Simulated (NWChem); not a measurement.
Species: CH₆FNSi; SMILES C([SiH2]N)F

```xyz
10

N      0.4278    -2.0235     0.0000
Si    -0.4546    -0.5391     0.0000
C      0.6273     1.0311     0.0000
F     -0.1922     2.1460     0.0000
H      0.8594    -2.3914    -0.8385
H      0.8594    -2.3914     0.8385
H     -1.3018    -0.4888     1.2290
H     -1.3018    -0.4888    -1.2290
H      1.2851     1.0682    -0.8882
H      1.2851     1.0682     0.8882
```
Atoms are numbered in this order, from 1.

Results from NWChem. Pople sets run with spherical d functions. STO-3G and 3-21G are far too small for this property and stand as cheap habits. Coordinates come from a PBE0/def2-SVP optimisation. Field at 589 nm.

**Question.** Order these runs by computing time, cheapest first, and give rough ratios: B3LYP/aug-cc-pVDZ; B3LYP/STO-3G; B3LYP/def2-SVP; B3LYP/def2-SVPD.

**Answer.** B3LYP/STO-3G (1), B3LYP/def2-SVP (4), B3LYP/def2-SVPD (10), B3LYP/aug-cc-pVDZ (50). Ratios are rough, from one shared machine; the cheapest took very roughly 14 core-seconds. What differs between the cheapest and the dearest: isotropic polarisability (bohr³) 21.6 → 53.6; anisotropy (bohr³) 7.3 → 8.6.
